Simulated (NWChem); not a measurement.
Molecule: C3H4OSe; SMILES C=C[Se]C=O

```xyz
9

C     -0.4380    -2.6713     0.0008
C     -0.7289    -1.3702    -0.0004
Se     0.5525     0.0195     0.0005
C     -0.7104     1.4737    -0.0005
O     -0.4023     2.6233    -0.0003
H      0.5885    -3.0485     0.0026
H     -1.2422    -3.4120     0.0000
H     -1.7701    -1.0237    -0.0022
H     -1.7676     1.1038    -0.0018
```
Atoms are numbered in this order, from 1.

Program: NWChem. STO-3G and 3-21G are far too small for this property and stand as cheap habits. Geometry: optimised at PBE0/def2-SVP. GIAO values for the isolated, static molecule; σ is the absolute isotropic shielding, δ = σ(reference) − σ with the isolated reference molecule computed at the same levels (13C: tetramethylsilane, 1H: tetramethylsilane, 17O: water). Spin-orbit effects, on the heavy nuclei and on their neighbours, are missing.

| level | δ C1 (ppm) | δ C2 (ppm) | σ Se3 (ppm) | δ O5 (ppm) | δ H6 (ppm) | δ H7 (ppm) | δ H9 (ppm) |
|---|---|---|---|---|---|---|---|
| Hartree-Fock/STO-3G | 115.8 | (withheld) | (withheld) | (withheld) | (withheld) | (withheld) | (withheld) |
| KT2/pcSseg-1 | 116.5 | 130.3 | 1124.6 | 617.7 | 5.69 | 5.86 | 10.47 |
| PBE0/pcSseg-1 | 126.4 | 140.5 | 1111.9 | 681.9 | 5.89 | 6.10 | 10.55 |

Problem. Fill in the missing entries.

Solution. 
- Hartree-Fock/STO-3G, δ C2 (ppm): 125.7
- Hartree-Fock/STO-3G, σ Se3 (ppm): 2386.2
- Hartree-Fock/STO-3G, δ O5 (ppm): 666.0
- Hartree-Fock/STO-3G, δ H6 (ppm): 5.84
- Hartree-Fock/STO-3G, δ H7 (ppm): 6.03
- Hartree-Fock/STO-3G, δ H9 (ppm): 10.14
